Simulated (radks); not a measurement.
Results of a calculation; reference values are marked as such.
Q: These are the eigenvalues of the occupied orbitals of an atom or ion with whole-number occupations (eV). Code: a radial shooting solver on a logarithmic mesh with Libxc functionals. Model: scalar-relativistic Kohn-Sham, PBE, spin-unpolarised, spherical densities, point nucleus.

orbital  eigenvalue
1s        -5399.281
2s        -637.6126
2p        -538.0995
3s        -103.7933
3p         -77.2925
3d         -36.9553

Which element is it, and in what charge state? The configuration may be excited.

A: Z = 23, vanadium, charge +3: V3+ in [Ar] 3d2. The list shows which subshells hold electrons but not how many an open one holds; the 1s level, -198.42 hartree, gives Z - s = 19.9 by -(Z - s)^2/2, which with screening and relativity narrows Z to a few neighbours, and the depths of the outer levels then fix element, charge and occupations together.
